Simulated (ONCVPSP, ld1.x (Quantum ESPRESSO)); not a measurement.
**Potentials for lithium compared**

Generated with ld1.x 7.5 (TM, RRKJ, ultrasoft, PAW), atompaw 4.2 or ONCVPSP 4.0.1. The cutoff is in Ry: for ld1.x and atompaw files where the sum of valence levels is converged to 10 mRy in a Bessel basis, for ONCV files where the hardest occupied wave has 1 mHa per electron of residual kinetic energy. The error is the largest all-electron minus pseudo excitation energy over each file’s own four to seven test configurations (ionisations up to +4, promotions, holes and added fractions of an electron), all of which were solved. The labels leave out finer settings (local radius, basis sizes, second energies), which also bear on the numbers. Spin-polarised tests are not counted. The rows are a selection from randomly drawn settings: files with unsolved tests, undetermined cutoffs or missed reference levels are left out.

A true bound ghost makes a file unfit for plane-wave use even where its test errors are small: the radial tests pick states by their node count and pass the ghost by.

| potential | cutoff (Ry) | largest error (meV) | bound ghosts |
| --- | --- | --- | --- |
| ONCV, PBE, scalar-relativistic, rc 1.25/1.05/1.20 (spd), local smoothed, core correction no, reference 1s2 2s1, qcut 9.7/6.4/7.8, projectors 2/2/2 | 75 | +920 | none |
| ONCV, LDA (Perdew-Zunger), scalar-relativistic, rc 0.40/0.40/0.45 (spd), local smoothed, core correction no, reference 1s2, qcut 16.9/21.7/20.4, projectors 2/2/2 | 756 | +13 | d |
| ONCV, PBE, scalar-relativistic, rc 0.55/0.50/0.55 (spd), local smoothed, core correction no, reference 1s2, qcut 20.7/13.7/18.1, projectors 2/1/2 | 279 | +43 | s |
| ONCV, PBEsol, non-relativistic, rc 1.35/1.10/1.10 (spd), local smoothed, core correction no, reference 1s2 2s0.75, qcut 9.8/7.7/9.6, projectors 2/2/2 | 63 | +0.4 | none |

**Question.** Fill in the row for Li: TM, PBE, scalar-relativistic, rc 3.55/4.20/3.30 (spd), local p, core correction no, reference 2s1 2p0.

**Answer.** cutoff 6 Ry, largest error +3.9 meV, bound ghosts: none.

**Question.** Fill in the row for Li: ONCV, BLYP, scalar-relativistic, rc 0.55/0.45/0.55 (spd), local smoothed, core correction no, reference 1s2, qcut 19.3/17.5/16.5, projectors 2/2/3.

**Answer.** cutoff 258 Ry, largest error +53 meV, bound ghosts: s.
